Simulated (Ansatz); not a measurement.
Compare A (`C1CC[SiH2]C1`) with its isomer B (`[SiH3]C1CCC1`).

Computed with Ansatz on PBE0-D4/def2-TZVP structures; ΔE is electronic, products minus reactants. CBS: MP2 limit from def2 TZ/QZ plus the TZ coupled-cluster correction, frozen cores. DFT in def2-TZVPP. B3LYP here is the variant with VWN-RPA as its local correlation; programs differ in this.

(1) Which isomer does CCSD(T)/CBS put lower? Give the gap. (Best estimate.)

(2) Give E(B) − E(A) in kcal/mol with PBE-D4, B3LYP-D4, MP2/def2-TZVPP, ωB97M-V, CCSD(T)/def2-TZVPP, B3LYP, PBE0-D4. (Best estimate.)

Largest T1 diagnostic: 0.010.

Results:

(1) The calculation gave: A, by 28.2 kcal/mol.

(2) The calculation gave: PBE-D4 27.7, B3LYP-D4 27.8, MP2/def2-TZVPP 28.3, ωB97M-V 28.0, CCSD(T)/def2-TZVPP 27.5, B3LYP 27.5, PBE0-D4 28.5. None reverses the order clearly.

In def2-TZVPP, CCSD(T) changes the Hartree–Fock value by +0.8 kcal/mol (the triples alone add +0.0 kcal/mol) and MP2 by +1.6 kcal/mol. From PBE to PBE0 (25 % exact exchange), in def2-TZVPP and without D4, E(B) − E(A) moves by +0.8 kcal/mol.
